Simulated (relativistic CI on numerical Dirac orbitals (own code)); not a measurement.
**Radial parameters of W LXX**

Method of calculation: Dirac-Coulomb-Breit CI, KLI orbitals optimised for each configuration, model QED, unscaled Slater integrals (own radial code, finite nucleus).

Slater integrals F^k, G^k are unscaled and averaged over j, outside the closed core 1s2; ζ comes from projecting the Hamiltonian with its Breit term on Σ l·s of the shell.

- 2s2 2p: ζ(2p) = 7.8933e+06 cm⁻¹; <r>(2p) = 0.06554, <r^2>(2p) = 0.005238 (bohr units).
- 2s 2p2: F^2(2p,2p) = 1.4313e+06, G^1(2s,2p) = 1.5364e+06, ζ(2p) = 7.8753e+06 cm⁻¹; <r>(2s) = 0.07397, <r^2>(2s) = 0.006505, <r>(2p) = 0.06557, <r^2>(2p) = 0.005243 (bohr units).
- 2p3: F^2(2p,2p) = 1.4297e+06, ζ(2p) = 7.8576e+06 cm⁻¹; <r>(2p) = 0.06564, <r^2>(2p) = 0.005254 (bohr units).

Averages of the first 10 configurations, taken without configuration mixing, which lowers the lowest level and can move excited configurations by several eV; other configurations of the list can lie among them:

```tsv
Configuration	Parity	States	Average energy above the lowest level (eV)
2s2 2p	odd	6	982.7
2s 2p2	even	30	2209.7
2p3	odd	20	3500.1
2p2 3s	even	30	13082.8
2p2 3p	odd	90	13447.5
2p2 3d	even	150	13719.1
2s2 3s	even	2	10640.4
2s2 3p	odd	6	11017.3
2s2 3d	even	10	11288.6
2s 2p 3s	odd	24	11829.7
```
